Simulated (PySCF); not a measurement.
Gas-phase reaction: SnH2Cl2 + Cl2 ⇌ SnCl4 + 2 H

Computed with PySCF and rigid-rotor harmonic-oscillator thermochemistry at 1 bar. † marks an energy on the PBE0/def2-TZVP geometry and frequencies; other levels use their own. Open shells (unrestricted): H (multiplicity 2); the rest are closed-shell singlets. Sn: scalar-relativistic def2 core potential, no spin-orbit coupling. SnH2Cl2: computed as isolated molecules; such fragments, hydroxides, amides, oligomers or adducts are transient or little studied in the gas. The harmonic model lacks anharmonicity and excited electronic states, which grow with temperature; levels with a mode under 35 cm⁻¹ are left out. Soft modes under 120 cm⁻¹ make the harmonic entropy rough for SnH2Cl2, SnCl4.

```
level               ΔE electronic, kJ  ΔH°(298 K), kJ  ΔS°(298 K), J/K  ΔG°(1600 K), kJ
------------------  -----------------  --------------  ---------------  ---------------
M06-2X/def2-TZVP†                 120              97               60              -31
PBE/def2-SVP                      125             104               61              -24
PBE0/def2-SVP†                    118              95               60              -33
PBE0/def2-TZVP                    136             113               60              -15
ωB97M-V/def2-TZVP†                145             122               60               -6
```
ΔH° is lowest at PBE0/def2-SVP† and highest at ωB97M-V/def2-TZVP†. No reference value is set beside these.
